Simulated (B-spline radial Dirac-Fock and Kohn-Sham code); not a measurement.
## Energy-loss ionisation edge M2 of Ho

System: the Ho atom in the configuration [Xe] 4f11 6s2. Level of theory: the first Born approximation with generalised oscillator strengths from a Dirac-Hartree-Slater potential (longitudinal and transverse terms; continuum final states only, so no white lines or fine structure); a B-spline atomic structure program. The edge is taken at 1923.0 eV (tabulated value).

The run's input, task.json:

```json
{"items": [{
  "Z": 67,
  "q": 0,
  "cfg": [[1, 0, 2], [2, 0, 2], [2, 1, 6], [3, 0, 2], [3, 1, 6], [3, 2, 10], [4, 0, 2], [4, 1, 6], [4, 2, 10], [4, 3, 11], [5, 0, 2], [5, 1, 6], [6, 0, 2]],
  "A": 165,
  "rrms": 5.2022,
  "do": "eels",
  "beams": [[60, 10], [60, 20], [60, 100], [100, 5], [100, 50], [100, 100], [120, 50], [200, 5], [200, 10], [200, 20], [200, 50], [300, 5], [300, 20], [300, 100]],
  "edges": {"M2": 1923.0}
}]}
```

Command: `python xray2_run.py task.json out`

Partial cross sections σ(β, Δ) in barn, integrated over a window Δ above the edge and up to the collection semi-angle β, for parallel illumination:

| E₀ (kV) | β (mrad) | Δ = 25 eV | Δ = 50 eV | Δ = 100 eV | Δ = 200 eV | Δ = 300 eV |
| --- | --- | --- | --- | --- | --- | --- |
| 60 | 10 | 2.86 | 5.52 | 10.5 | 19.1 | 26.2 |
| 60 | 20 | ? | ? | ? | ? | ? |
| 60 | 100 | 33.2 | 70.6 | 143 | 273 | 385 |
| 100 | 5 | 1.32 | 2.53 | 4.79 | 8.70 | 11.9 |
| 100 | 50 | 20.4 | 41.7 | 82.6 | 156 | 219 |
| 100 | 100 | 27.3 | 58.5 | 119 | 229 | 325 |
| 120 | 50 | 19.7 | 40.4 | 80.3 | 152 | 213 |
| 200 | 5 | 2.56 | 4.90 | 9.27 | 16.9 | 23.3 |
| 200 | 10 | 6.24 | 12.0 | 23.0 | 42.6 | 59.3 |
| 200 | 20 | 11.2 | 22.0 | 42.6 | 79.6 | 112 |
| 200 | 50 | 17.7 | 36.8 | 73.9 | 141 | 199 |
| 300 | 5 | 3.67 | 7.03 | 13.3 | 24.5 | 34.0 |
| 300 | 20 | 11.6 | 22.9 | 44.7 | 84.0 | 118 |
| 300 | 100 | 18.2 | 38.9 | 79.5 | 154 | 219 |

Question: Give the row for 60 kV and 20 mrad.

Answer: 8.43 b for 25 eV, 16.4 b for 50 eV, 31.5 b for 100 eV, 58.0 b for 200 eV, 80.2 b for 300 eV.

Values without a named source are computed, but for edge energies of neutral atoms, which are taken from tables.
